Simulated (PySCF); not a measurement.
**Dipole response of Rh(25+) (rhodium, charge +25)**

[Ar] 3d2, high-spin 3F determinant. All numbers are calculated (PySCF 2.14, scalar relativity by spin-free X2C-1e, in an even-tempered Gaussian basis (18 s from 3.1 bohr⁻², ratio 2.5; 12 p from 4.1 bohr⁻², ratio 2.5; 8 d from 4.1 bohr⁻², ratio 2.5; 4 f from 14 bohr⁻², ratio 2.7; 3 g from 21 bohr⁻², ratio 2.7)). Coupled (time-dependent) response in atomic units; α is the mean over directions.

| method | mean α (bohr³) | C₆ (like pair) | S(−4) |
| --- | --- | --- | --- |
| PBE0 | 0.03168 | 0.007663 | 0.0005202 |

S(−4) is the Cauchy moment in α(ω) = α(0) + S(−4) ω² + …

Spin-orbit coupling is absent.

α(iu) at PBE0:

```json
{"u (hartree)": "0", "α(iu) (bohr³)": "0.03167"}
{"u (hartree)": "1.00", "α(iu) (bohr³)": "0.03116"}
{"u (hartree)": "2.00", "α(iu) (bohr³)": "0.02976"}
{"u (hartree)": "4.00", "α(iu) (bohr³)": "0.02545"}
{"u (hartree)": "6.00", "α(iu) (bohr³)": "0.02100"}
{"u (hartree)": "8.00", "α(iu) (bohr³)": "0.01739"}
{"u (hartree)": "10.0", "α(iu) (bohr³)": "0.01469"}
{"u (hartree)": "15.0", "α(iu) (bohr³)": "0.01050"}
{"u (hartree)": "20.0", "α(iu) (bohr³)": "0.008160"}
{"u (hartree)": "30.0", "α(iu) (bohr³)": "0.005507"}
{"u (hartree)": "50.0", "α(iu) (bohr³)": "0.003033"}
```

A single London oscillator, α(iu) = α/(1 + u²/ω²), gives C₆ = (3/4) ω α². Matching the computed C₆ needs ω = 4 × 0.007663 / (3 × 0.03168²) = 10.2 hartree.

For an ion, C₆ is the dispersion term alone; charge-induced terms of lower order in 1/R come first.

Spin-orbit coupling, absent here, splits the open shell strongly.
